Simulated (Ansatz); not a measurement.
Gas-phase electronic energies from Ansatz, PBE0-D4/def2-TZVP geometries. CBS: MP2 limit from def2 TZ/QZ plus the TZ coupled-cluster correction, frozen cores. This one scheme is used for every species, atoms too. Functionals use def2-TZVPP. B3LYP here is the variant with VWN-RPA as its local correlation; programs differ in this. No spin–orbit coupling; open shells (•) take unrestricted orbitals. Spin–orbit coupling would lower the free atoms: a little for F, S, Si; clearly for Ge. Bonds to Ge are less sure, by a few kJ/mol each and by 10 to 20 or more in all where they break to atoms, as the def2 sets lack core-valence functions. Scalar relativity is left out up to krypton. Each species was taken in one conformer, which may not be the lowest.

Reaction (atomization): `F[SiH](S)[GeH3]` → F• + Ge• + 5 H• + S• + Si•

| level | ΔE (kJ/mol) |
| --- | --- |
| B3LYP-D4 | 2705.5 |
| ωB97X-V | 2753.6 |
| ωB97M-V | 2725.7 |
| CCSD(T)/def2-TZVPP | 2669.8 |

Question: What does CCSD(T)/CBS give? (An estimate is asked.)

Answer: The calculation gave: +2744.1 kJ/mol. The listed levels differ from it by -38.6, 9.5, -18.4, -74.3 kJ/mol.

Largest T1 diagnostic among the species: 0.012.

From PBE to PBE0 (25 % exact exchange), in def2-TZVPP and without D4, ΔE moves by −25.0 kJ/mol: exact exchange takes away binding that semilocal exchange gives to molecules. In def2-TZVPP, CCSD(T) changes the Hartree–Fock value by +670.9 kJ/mol (the triples alone add +36.2 kJ/mol) and MP2 by +681.6 kJ/mol; breaking electron pairs costs correlation energy, which Hartree–Fock lacks.

For atomizations the MP2-based limit and the directly extrapolated one differ by several kJ/mol either way, and by 10 to 25 for some Ge, Se and Sn compounds, so smaller differences from it don't rank the levels.
